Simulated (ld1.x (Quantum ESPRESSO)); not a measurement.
# Ranking RRKJ potentials for N (Z = 7)

All share these settings but for the change named:

| Item | Value |
| --- | --- |
| Element | N |
| Generator | ld1.x (Quantum ESPRESSO) 7.5 |
| Type | norm-conserving RRKJ (Kleinman–Bylander form) |
| Functional | LDA (PZ) |
| Relativity | non-relativistic |
| Frozen core | [He] |
| Valence charge | 5 |
| Reference configuration | 2s2 2p3 |
| Partial waves | 2p (bound): rc 1.90 bohr; 2s (bound): rc 0.90 bohr |
| Local potential | the s channel |
| Core correction | none |

Test errors are all-electron minus pseudo excitation energies from the reference, over 2s2 2p2; 2s2 2p1; 2s2 2p0; 2s1 2p0; 2s2 2p3.3; 2s0 2p5; 2s1 2p3. None of these files shows a bound ghost.

The base gives 3157.3 meV.

Of 12 variants that were run, those that failed, showed a ghost or another fault, or gave nearly equal values are left out.

A variant can come out equal or close to the base, since the largest error may sit in a test that the change hardly touches while other tests move.

Task: Rank these variants by their largest absolute test error, smallest first.
A. all radii scaled by about 0.85 (s 0.76, p 1.62 bohr)
B. local potential the p channel
C. all radii scaled by about 1.18 (s 1.06, p 2.24 bohr)
D. wave 2p (bound): rc 1.90 bohr becomes 2p (bound): rc 2.58 bohr
E. wave 2s (bound): rc 0.90 bohr becomes 2s (bound): rc 1.08 bohr

Result: A (1808.2 meV), B (2452.5 meV), E (3169.5 meV), C (5202.9 meV), D (8341.2 meV).
